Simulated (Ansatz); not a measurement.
Mulliken charges of `O[SiH](O)[SiH](Cl)Cl` from r2SCAN/def2-TZVPP in Ansatz (PBE0-D4/def2-TZVP geometry).

```csv
atom,x (Å),y (Å),z (Å),charge (e)
O1,-1.325,1.499,0.284,-0.407
Si2,-0.620,0.040,0.491,0.583
O3,-1.628,-1.114,-0.103,-0.390
Si4,1.378,0.120,-0.730,0.477
Cl5,2.755,1.295,0.237,-0.236
Cl6,2.081,-1.819,-0.789,-0.254
H7,-2.171,1.668,0.703,0.204
H8,-0.321,-0.252,1.922,-0.112
H9,-1.447,-2.029,0.117,0.205
H10,1.298,0.593,-2.131,-0.071
```

By hand: the dipole of these point charges (1 e Å = 4.8032 D).

Σ q r = (-0.504, -0.028, 0.111) e Å, of length 0.517 e Å = 2.48 D.

How does the dipole of the full density compare? (Estimate.)

Computed: (-0.454, -0.136, 0.206) e Å, 2.48 D; the point charges give 1.00 times that, at 17° from its direction.

Point charges leave out the atoms' own dipoles, such as those of lone pairs, and Mulliken's split depends on the basis, so the close match here is no proof of good charges.
